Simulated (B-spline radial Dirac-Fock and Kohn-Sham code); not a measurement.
# What relativity does to the binding energies of Si⁵⁺

System: the Si⁵⁺ ion in the configuration 1s2 2s2 2p5.

Both columns are ΔSCF binding energies of the configuration average from a radial atomic solver: non-relativistic Hartree-Fock with a point nucleus, and Dirac-Fock with a finite nucleus and the Coulomb interaction alone, averaged over the two j levels with weights 2j+1.

```csv
shell,Hartree-Fock (eV),Dirac-Fock (eV),shift (eV),shift (%)
1s,1959.4,1964.3,+4.93,+0.25
2s,253.8,254.7,+0.86,+0.34
2p,206.6,206.6,+0.06,+0.03
```

Relativity binds 1s, 2s, 2p more strongly, among those listed most of all 2s in relative terms.

Values without a named source are computed, but for edge energies of neutral atoms, which are taken from tables.
